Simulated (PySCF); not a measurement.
**Relaxation of singlet ZnBr2**

Level of theory: PBE0/[Zn def2-SVP, Br def2-SVP], no relativity, density fitting, PySCF. A (50,194) grid was used.

A hand-made linear start, of D∞h symmetry, held to at least that symmetry:

Coordinates in bohr (charge 0 multiplicity 1):
```
Zn    0.0000    0.0000    0.0000
Br    0.0000    0.0000    4.3842
Br    0.0000    0.0000   -4.3842
```

At each step, columns x, y, z (Å) and Fx, Fy, Fz (eV/Å):

```
step 0  E − E(last) = 9.62 kJ/mol
Zn   0.000   0.000   0.000   0.000   0.000   0.000
Br   0.000   0.000   2.320   0.000   0.000  -1.050
Br   0.000   0.000  -2.320   0.000   0.000   1.050
step 1  E − E(last) = 1.39 kJ/mol
Zn   0.000   0.000   0.000   0.000   0.000   0.000
Br   0.000   0.000   2.263   0.000   0.000  -0.429
Br   0.000   0.000  -2.263   0.000   0.000   0.429
step 2  E − E(last) = 0.05 kJ/mol
Zn   0.000   0.000   0.000   0.000   0.000   0.000
Br   0.000   0.000   2.225   0.000   0.000   0.082
Br   0.000   0.000  -2.225   0.000   0.000  -0.082
step 3  E − E(last) = 0.00 kJ/mol
Zn   0.000   0.000   0.000   0.000   0.000   0.000
Br   0.000   0.000   2.231   0.000   0.000  -0.005
Br   0.000   0.000  -2.231   0.000   0.000   0.005
step 4  E − E(last) = 0.00 kJ/mol
Zn   0.000   0.000   0.000   0.000   0.000   0.000
Br   0.000   0.000   2.230   0.000   0.000   0.000
Br   0.000   0.000  -2.230   0.000   0.000   0.000
```

It ends at D∞h with Zn–Br 2.230 Å (×2); Br–Zn–Br 180.0°. A frequency run shows a minimum. Other isomers or separated fragments may lie lower.

The relaxation took roughly 27 core-seconds on a shared host.
